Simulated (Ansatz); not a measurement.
GeH6O2Si can be A, `O[SiH2][O][GeH3]`, or B, `O[SiH](O)[GeH3]`.

Computed with Ansatz on PBE0-D4/def2-TZVP structures; ΔE is electronic, products minus reactants. CCSD(T)/CBS adds triple-zeta CCSD(T) − MP2 to the extrapolated MP2 energy (def2 sets, frozen cores). DFT in def2-TZVPP. B3LYP here is the variant with VWN-RPA as its local correlation; programs differ in this. For Ge outer-core shells are correlated without core-valence functions, which leaves a few kJ/mol of doubt a bond. Scalar relativity is left out up to krypton. One conformer a species, not always the lowest.

**Question.** Which is lower in electronic energy at CCSD(T)/CBS, and by how much? (An estimate is asked.)

**Answer.** Computed: A, by 8.0 kcal/mol.

**Question.** Give E(B) − E(A) in kcal/mol with PBE0-D4, r2SCAN-D4, BLYP-D4, PBE-D4, B3LYP, B3LYP-D4, CCSD(T)/def2-SVP. (Estimate.)

**Answer.** Computed: PBE0-D4 4.8, r2SCAN-D4 6.3, BLYP-D4 6.8, PBE-D4 3.1, B3LYP 7.9, B3LYP-D4 7.8, CCSD(T)/def2-SVP 11.8. None reverses the order clearly.

**Question.** Does the order hold for the free energy at 298.15 K (harmonic terms from PBE0-D4)? (An estimate is asked.)

**Answer.** Ansatz gave: Yes: G(B) − G(A) = +8.5 kcal/mol, for one conformer each. Modes under 60 cm⁻¹, often nearly free rotors, make the harmonic entropy too high.

Largest T1 diagnostic: 0.012.

At CCSD(T), def2-SVP lies +3.9 kcal/mol from the extrapolated value and def2-TZVPP +1.3 kcal/mol. In def2-TZVPP, CCSD(T) changes the Hartree–Fock value by −5.9 kcal/mol (the triples alone add −0.6 kcal/mol) and MP2 by −5.0 kcal/mol.
